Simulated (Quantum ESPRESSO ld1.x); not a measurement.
Question: Coherent X-ray form factor from a spherical all-electron density. Calculated with ld1.x of Quantum ESPRESSO 7.5: non-relativistic Kohn-Sham, LDA (Slater exchange, VWN5 correlation), spin-polarised, spherical densities, point nucleus.

sin(theta)/lambda (1/angstrom)  f0 (electrons)
0.05                                    29.942
0.1                                     29.771
0.15                                    29.489
0.2                                     29.104
0.25                                    28.624
0.3                                     28.059
0.4                                     26.723
0.5                                     25.190
0.6                                     23.550
0.8                                     20.231
1                                       17.135
1.25                                    13.784
1.5                                     11.071
2                                        7.514

The species is in the configuration that NIST lists as its ground one. Which atom or ion scatters so?

Answer: The tellurium ion Te22+, [Ar] 3d10 4s2. Extrapolating in s^2 from the first two rows gives f0(0) = 30.0, near the electron count 30; among species with that count, the fall with angle is slower the higher Z, and the table is that of Z = 52; from so few rows the species is fixed only to a neighbour or two.
